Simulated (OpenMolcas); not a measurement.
V3+: moving the ligands

V3+ with 6 ligands (fluoride) in octahedral coordination (Oh) at 1.95 Å. A charge of +0.5 e stands 3.2 Å behind each ligand. Ligand basis ANO-RCC-VDZP.
```
V     0.0000    0.0000    0.0000
F     1.9500    0.0000    0.0000
F     0.0000    1.9500    0.0000
F    -1.9500    0.0000    0.0000
F     0.0000   -1.9500    0.0000
F     0.0000    0.0000    1.9500
F     0.0000    0.0000   -1.9500
```

```
Program             : OpenMolcas 26.06
Method              : CASSCF
Basis               : ANO-RCC-VTZP [6s5p3d2f1g]
Scalar Hamiltonian  : DKH2, point nucleus
Active space        : 2 electrons in 5 orbitals (3d)
State averaging     : 2S+1 = 3 even, 10 roots; 2S+1 = 1 even, 15 roots
Spin-orbit coupling : RASSI with atomic mean-field integrals over the reference wave functions
```

Runs around this geometry, states (labels of O, the rotations of Oh). Energies in cm-1 above the lowest state or level, χT in cm3 K/mol; under a threefold ground state the first gap can be a small split of the lowest multiplet, not the spin-orbit step; 10Dq and B are least-squares fits to the states below 45000 cm-1, weighted by degeneracy, with a free offset, and given where the rms deviation is under 5 % of |10Dq| (or 100 cm-1) and under 700 cm-1.

```
R (Å)  Ground state  First state of that spin   10Dq  B (rms of fit)  First gap with spin-orbit (degeneracies)  χT at 300 K  First state of another spin
 1.91           3T1                 3T2 14444  16058       1006 (40)                                4.9 (2, 3)        0.892                    1T2 14118
 1.95           3T1                 3T2 12872  14482       1006 (75)                                5.6 (2, 3)        0.891                    1T2 14186
 2.05           3T1                  3T2 9730  11084       1015 (62)                                7.7 (2, 3)        0.889                    1T2 14307
```

Taking |10Dq| as R^-n, n = -ln(11084 / 16058) / ln(2.05 / 1.91) = 5.2 between the shortest and longest distance. The point-charge formula for a cubic d site gives n = 5.

An orbital triplet at a regular site is open to Jahn-Teller coupling, which can distort the site and quench the lowest spin-orbit gaps and is left out. Without dynamic correlation the repulsion within the d shell is too large (B by tens of per cent), so at a given field states of lower spin stand too high. Ligand-to-metal charge-transfer states are missing. With no ligand orbital active B as a rule stays too high, so bands that hang on it stand too high and its fall with covalency is understated. With metal d orbitals alone and no dynamic correlation the field as a rule comes out too small, by tens of per cent, by up to half for chloride and softer ligands. No measured value stands beside these numbers; the geometry is a model, was not optimised and need not be the one that this ion takes.
